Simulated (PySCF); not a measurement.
Vertical excitations of a molecule C4H6Si from PySCF 2.14.0 with TDDFT-PBE/def2-SVPD, as energy in eV (oscillator strength): 4.20 (0.051), 5.22 (0.000), 5.43 (0.005), 5.64 (0.051), 5.91 (0.007), 5.96 (0.000), 6.53 (0.066), 6.67 (0.000), 6.74 (0.000), 6.93 (0.006). Lowest triplet (TDA): 2.65 eV. Geometry optimised at r2SCAN-D4/def2-SVP. Other conformers were not sampled.

Q: Identify the compound among the candidates.
A. C1=C[SiH2]C=C1
B. C#C/C=C/[SiH3]
C. C#C[SiH2]C=C
D. C#CC(=C)[SiH3]

A: A, C1=C[SiH2]C=C1
